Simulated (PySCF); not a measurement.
C₂H₇IO₂Si (SMILES CO[SiH](I)OC), singlet, geometry from GFN2-xTB (all electrons, no relativity); CASSCF(6,4)/STO-3G (PySCF).

PySCF was given this input:
```python
from pyscf import gto, scf, mcscf
import numpy

mol = gto.Mole()
mol.atom = '''
    Si    0.092424   -1.112674    0.341109
    I    -0.084673    1.333714    0.098572
    O     1.326298   -1.670222   -0.509528
    C     2.656839   -1.280565   -0.403409
    O    -1.136287   -1.835929   -0.382808
    C    -2.489092   -1.626834   -0.138610
    H     0.181689   -1.344328    1.772893
    H     3.214771   -1.763646   -1.204933
    H     2.756135   -0.195707   -0.499276
    H     3.072175   -1.584208    0.560380
    H    -2.759455   -1.976617    0.860464
    H    -2.741729   -0.565657   -0.216367
    H    -3.056426   -2.185633   -0.882230
'''
mol.basis = 'sto-3g'
mol.charge = 0
mol.spin = 0
mol.verbose = 4
mol.build()

mf = scf.RHF(mol)
mf.kernel()
mc = mcscf.CASSCF(mf, 4, 6)
mc.fix_spin_(ss=0.0)
mc.kernel()
occ = numpy.linalg.eigvalsh(mc.fcisolver.make_rdm1(mc.ci, mc.ncas, mc.nelecas))[::-1]
ss = mc.fcisolver.spin_square(mc.ci, mc.ncas, mc.nelecas)[0]
print('natural occupations', occ.round(4), ' <S^2>', round(ss, 4))
```

What the program printed (banner, timings and long lists left out):

```
PySCF version 2.14.0

[INPUT] verbose = 4
[INPUT] num. atoms = 13
[INPUT] num. electrons = 102
[INPUT] charge = 0
[INPUT] spin (= nelec alpha-beta = 2S) = 0
[INPUT] symmetry False subgroup None
[INPUT] Mole.unit = angstrom
[INPUT] Symbol           X                Y                Z      unit          X                Y                Z       unit  Magmom
[...]
nuclear repulsion = 672.795130725321
number of shells = 35
number of NR pGTOs = 189
number of NR cGTOs = 63
basis = sto-3g
ecp = {}

******** <class 'pyscf.scf.hf.RHF'> ********
method = RHF
initial guess = minao
damping factor = 0
level_shift factor = 0
DIIS = <class 'pyscf.scf.diis.CDIIS'>
diis_start_cycle = 1
diis_space = 8
diis_damp = 0
SCF conv_tol = 1e-09
SCF conv_tol_grad = None
SCF max_cycles = 50
direct_scf = True
direct_scf_tol = 1e-13
Set gradient conv threshold to 3.16228e-05
Initial guess from minao.
init E= -7341.64923213517
[...]
cycle= 1 E= -7362.79739788662  delta_E= -21.1  |g|= 0.604  |ddm|=  4.3
[...]
cycle= 2 E= -7362.93862579392  delta_E= -0.141  |g|= 0.188  |ddm|= 1.18
[...]
cycle= 3 E= -7362.95170286264  delta_E= -0.0131  |g|= 0.0433  |ddm|= 0.334
[...]
cycle= 4 E= -7362.95289376134  delta_E= -0.00119  |g|= 0.00706  |ddm|= 0.114
[...]
cycle= 5 E= -7362.95293217186  delta_E= -3.84e-05  |g|= 0.00165  |ddm|= 0.022
[...]
cycle= 6 E= -7362.95293408524  delta_E= -1.91e-06  |g|= 0.000285  |ddm|= 0.00491
[...]
cycle= 7 E= -7362.95293415381  delta_E= -6.86e-08  |g|= 7.57e-05  |ddm|= 0.000947
[...]
cycle= 8 E= -7362.95293415902  delta_E= -5.22e-09  |g|= 1.65e-05  |ddm|= 0.000281
[...]
cycle= 9 E= -7362.95293415921  delta_E= -1.86e-10  |g|= 2.44e-06  |ddm|= 6.45e-05
[...]
Extra cycle  E= -7362.95293415924  delta_E= -3.09e-11  |g|= 9.82e-07  |ddm|= 5.93e-06
converged SCF energy = -7362.95293415924

******** <class 'pyscf.mcscf.mc1step.CASSCF'> ********
CAS (3e+3e, 4o), ncore = 48, nvir = 11
max_cycle_macro = 50
max_cycle_micro = 4
conv_tol = 1e-07
conv_tol_grad = None
orbital rotation max_stepsize = 0.02
orbital rotation threshold for CI restart = 0.01
augmented hessian ah_max_cycle = 30
augmented hessian ah_conv_tol = 1e-12
augmented hessian ah_linear dependence = 1e-14
augmented hessian ah_level shift = 1e-08
augmented hessian ah_start_tol = 2.5
augmented hessian ah_start_cycle = 3
augmented hessian ah_grad_trust_region = 3
kf_trust_region = 3
kf_interval = 4
ci_response_space = 4
ci_grad_trust_region = 3
with_dep4 0
natorb = False
canonicalization = True
sorting_mo_energy = False
[...]
CASCI E = -7362.95682377419  S^2 = 0.0000000
[...]
macro iter   9 (  7 JK    2 micro), CASSCF E = -7362.96149322602  dE = -1.38975079e-04  S^2 = 0.0000000
               |grad[o]|=0.00183  |grad[c]|=0.00182  |ddm|=0.00409  |maxRot[o]|=0.0699
macro iter  10 (  7 JK    2 micro), CASSCF E = -7362.96161351669  dE = -1.20290665e-04  S^2 = 0.0000000
               |grad[o]|=0.00157  |grad[c]|=0.00187  |ddm|=0.00416  |maxRot[o]|=0.0699
macro iter  11 (  7 JK    2 micro), CASSCF E = -7362.96171900189  dE = -1.05485203e-04  S^2 = 0.0000000
               |grad[o]|=0.00136  |grad[c]|=0.00214  |ddm|=0.0042  |maxRot[o]|=0.0699
macro iter  12 (  7 JK    2 micro), CASSCF E = -7362.96180791373  dE = -8.89118392e-05  S^2 = 0.0000000
               |grad[o]|=0.00118  |grad[c]|=0.00211  |ddm|=0.00412  |maxRot[o]|=0.0699
macro iter  13 (  7 JK    2 micro), CASSCF E = -7362.96187930545  dE = -7.13917243e-05  S^2 = 0.0000000
               |grad[o]|=0.00102  |grad[c]|=0.00176  |ddm|=0.00391  |maxRot[o]|=0.0698
macro iter  14 (  7 JK    2 micro), CASSCF E = -7362.96192878105  dE = -4.94755968e-05  S^2 = 0.0000000
               |grad[o]|=0.000891  |grad[c]|=0.0008  |ddm|=0.00312  |maxRot[o]|=0.0699
macro iter  15 (  7 JK    2 micro), CASSCF E = -7362.96195868657  dE = -2.99055209e-05  S^2 = 0.0000000
               |grad[o]|=0.000768  |grad[c]|=0.000374  |ddm|=0.00221  |maxRot[o]|=0.0699
macro iter  16 (  7 JK    2 micro), CASSCF E = -7362.96197416466  dE = -1.54780937e-05  S^2 = 0.0000000
               |grad[o]|=0.000623  |grad[c]|=0.00139  |ddm|=0.0015  |maxRot[o]|=0.0699
macro iter  17 (  6 JK    2 micro), CASSCF E = -7362.96197879944  dE = -4.63477954e-06  S^2 = 0.0000000
               |grad[o]|=0.000431  |grad[c]|=0.00116  |ddm|=0.000665  |maxRot[o]|= 0.05
macro iter  18 (  4 JK    1 micro), CASSCF E = -7362.96197986600  dE = -1.06655534e-06  S^2 = 0.0000000
               |grad[o]|=0.000252  |grad[c]|=0.000953  |ddm|=0.000287  |maxRot[o]|= 0.04
macro iter  19 (  3 JK    1 micro), CASSCF E = -7362.96197988334  dE = -1.73376975e-08  S^2 = 0.0000000
               |grad[o]|=6.33e-05  |grad[c]|=5.15e-05  |ddm|=5.15e-05  |maxRot[o]|=0.0047
1-step CASSCF converged in  19 macro (183 JK  46 micro) steps
CASSCF canonicalization
Density matrix diagonal elements [1.98471605 1.99929007 1.99812361 0.01787028]
CASSCF energy = -7362.96197988334
CASCI E = -7362.96197988334  E(CI) = -7.10451624441521  S^2 = 0.0000000
natural occupations [1.9993 1.9984 1.9846 0.0177]  <S^2> 0.0
```
